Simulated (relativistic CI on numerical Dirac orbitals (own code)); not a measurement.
## Bi LXVII: q coefficients and field-shift factors

Computed by Dirac-Coulomb-Breit CI, KLI orbitals optimised for each configuration, derivatives by finite differences, unscaled Slater integrals, QED left out (own radial code, finite nucleus).

Configurations in the expansion (outside the closed core [Ne]): 3s2.3p5, 3s2.3p4.3d, 3s.3p6, 3s.3p5.3d, 3s.3p4.3d2, 3p6.3d, 3p5.3d2, 3p4.3d3. Double excitations out of closed p, d and f shells are left out; levels of such configurations are missing from the list, as are those of other unlisted configurations, and high levels can miss mixing partners.

With x = (α/α₀)² − 1 an excitation energy changes as ω = ω₀ + qx; K = 2q/ω₀ is the relative enhancement. Terms are leading LS components, so labels can repeat. The field-shift factor is F = δν/δ⟨r²⟩ for the transition from the lowest level.

Lowest level 3s2.3p5 2P°_3/2.

```
            Level  ω₀ (cm⁻¹)   q (cm⁻¹)  F (GHz/fm²)
3s2.3p4.3d 4D_3/2    2185864     180700         26.4
3s2.3p4.3d 4D_5/2    2248833     190300         29.3
3s2.3p4.3d 4P_1/2    2256810     192800         4.39
3s2.3p4.3d 2F_7/2    2273838     165200         31.9
3s2.3p4.3d 2D_3/2    2474374     193500         32.3
3s2.3p4.3d 2F_7/2    3285165  1.289e+06         74.2
3s2.3p4.3d 4F_9/2    3305717  1.279e+06         82.4
3s2.3p4.3d 2P_1/2    3382584  1.326e+06        -19.3
3s2.3p4.3d 2D_5/2    3584867  1.307e+06         73.6
3s2.3p4.3d 2P_3/2    3656558  1.319e+06         75.9
3s2.3p4.3d 2D_5/2    3700904  1.323e+06         60.7
  3s2.3p5 2P°_1/2    4911850  6.376e+06        -1630
    3s.3p6 2S_1/2    6769809  6.829e+06       -13900
3s2.3p4.3d 4D_1/2    6992143  6.566e+06        -2370
3s2.3p4.3d 4F_3/2    7086800  6.541e+06        -1580
3s2.3p4.3d 4F_5/2    7155448  6.524e+06        -1570
3s2.3p4.3d 2G_7/2    7167979  6.511e+06        -1570
3s2.3p4.3d 2D_5/2    7473170  6.557e+06        -1600
3s2.3p4.3d 2P_3/2    7505614  6.574e+06        -1600
3s2.3p4.3d 2P_1/2    7592448  6.701e+06        -5390
3s2.3p4.3d 4D_7/2    8123709   7.65e+06        -1540
3s2.3p4.3d 2P_3/2    8208476  7.661e+06        -1550
3s2.3p4.3d 2F_5/2    8246913  7.662e+06        -1550
```

At this charge energies of transitions that change n are usually good to better than 1 %, and those within a shell (Δn = 0) to a few per cent.

Task: Which transition from the lowest level has the largest |K|?

Result: 3s2.3p5 2P°_1/2 at 4911850 cm⁻¹, K = 2.6.
